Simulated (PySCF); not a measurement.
**Rh²⁺ (rhodium, charge +2) across methods**

[Kr] 4d7, high-spin 4F determinant. Computed with PySCF 2.14 in aug-cc-pVTZ-PP with one added diffuse shell each of s, p, d, f, g type with ECP28MDF (7s7p6d4f3g, 113 functions), with a scalar-relativistic core potential.

| method | E (hartree) | mean ε 4p β (eV) | mean ε 4d α (eV) | mean ε 4d β (eV) | Σ⟨r²⟩ (bohr²) | ⟨S²⟩ |
| --- | --- | --- | --- | --- | --- | --- |
| LDA | -108.9200 | -70.167 | -26.761 | -24.805 | 28.01 | 3.751 |
| BHandHLYP | -109.1119 | -76.183 | -30.339 | -28.329 | 27.55 | 3.753 |
| revPBE | -109.2318 | -69.987 | -26.525 | -24.738 | 27.76 | 3.751 |
| PBE | -109.1776 | -70.030 | -26.592 | -24.778 | 27.81 | 3.751 |
| B97-3 | -109.2086 | -73.427 | -28.518 | -26.699 | 27.57 | 3.752 |
| r2SCAN | -109.2145 | -71.112 | -26.970 | -24.838 | 27.58 | 3.753 |
| PBE0 | -109.1785 | -73.131 | -28.533 | -26.550 | 27.61 | 3.752 |
| UHF | -108.56636 | -81.209 | -33.516 | -30.919 | 27.32 | 3.755 |

Energies and moments cover only the electrons outside the core potential.
